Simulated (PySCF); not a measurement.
Two species compared at the same levels of theory.

First species: C2H8FNSi2.
InChI=1S/C2H8FNSi2/c1-2-4(5)6-3/h2H,1,6H2,5H3

Second species: C₃H₅N₃O.
Cartesian coordinates in Å at the GFN2-xTB level; atoms count from 1:
```
atom  x, y, z in Å
C1    -2.2005    0.0380    0.0345
O2    -1.1776    0.9125    0.4727
C3     0.0527    0.4426    0.3397
N4     1.1287    1.1761    0.7181
C5     2.1409    0.3959    0.4385
N6     1.7080   -0.7613   -0.0864
N7     0.3603   -0.7429   -0.1538
H8    -2.1747   -0.8989    0.5963
H9    -2.0855   -0.1881   -1.0285
H10   -3.1378    0.5605    0.2123
H11    3.1711    0.6359    0.5997
H12    2.2157   -1.5709   -0.4043
```

Levels: CAM-B3LYP/def2-SVPD for dipole moment, HOMO energy, LUMO energy, HOMO–LUMO gap, static isotropic polarisability and electronic spatial extent ⟨r²⟩ about the centre of nuclear charge; TDDFT CAM-B3LYP/def2-SVPD for lowest singlet excitation; TDA CAM-B3LYP/def2-SVPD for lowest triplet excitation (Tamm–Dancoff); GFN2-xTB for rotational constant A and rotational constant C. Geometries: GFN2-xTB. Each structure is a single optimised conformer of the isolated species, non-relativistic unless stated. Electronic properties by PySCF.

Dipoles, sizes and rotational constants follow the conformer. The torsions of the flexible species, by atom-mapped SMILES:
- `[CH2:1]=[CH:2][N:3]([SiH3:4])[SiH2:5][F:6]`: C1–C2–N3–Si4 1°, C2–N3–Si5–F6 179°
- `[CH3:1][O:2][c:3]1[n:4][cH:5][nH:6][n:7]1`: C1–O2–C3–N4 180°

Values for the first species:

| Item | Value |
| --- | --- |
| Dipole moment | 1.06 D |
| HOMO energy | -7.87 eV |
| LUMO energy | 0.78 eV |
| HOMO–LUMO gap | 8.65 eV |
| Lowest singlet excitation | 5.69 eV |
| Lowest triplet excitation (Tamm–Dancoff) | 4.16 eV |
| Static isotropic polarisability | 82.0 au |
| Electronic spatial extent ⟨r²⟩ about the centre of nuclear charge | 1010 bohr² |
| Rotational constant A | 3.529 GHz |
| Rotational constant C | 1.153 GHz |

Q: Estimate the same properties for the second species, and the change in each.

A: 
| property | first | second | second less first |
| --- | --- | --- | --- |
| dipole moment | 1.06 D | 3.28 D | +2.22 D |
| HOMO energy | -7.87 eV | -8.39 eV | -0.52 eV |
| LUMO energy | 0.78 eV | 1.25 eV | +0.47 eV |
| HOMO–LUMO gap | 8.65 eV | 9.64 eV | +0.99 eV |
| lowest singlet excitation | 5.69 eV | 6.52 eV | +0.83 eV |
| lowest triplet excitation (Tamm–Dancoff) | 4.16 eV | 4.69 eV | +0.53 eV |
| static isotropic polarisability | 82.0 au | 57.9 au | -24.1 au |
| electronic spatial extent ⟨r²⟩ about the centre of nuclear charge | 1010 bohr² | 674 bohr² | -336 bohr² |
| rotational constant A | 3.529 GHz | 8.066 GHz | +4.537 GHz |
| rotational constant C | 1.153 GHz | 1.761 GHz | +0.608 GHz |

On the first: No computed singlet falls in the visible range (750 to 380 nm, 1.65 to 3.26 eV); S1 lies 2.43 eV above its blue end. The vertical singlet–triplet gap S1 − T1 is 1.53 eV (TDDFT singlet less Tamm–Dancoff triplet).

On the second: A dipole of 3.28 D is allowed in Cs, and pure rotational transitions are dipole-allowed. In atomic units the dipole is 1.29 e·bohr (1 au = 2.5417 D).
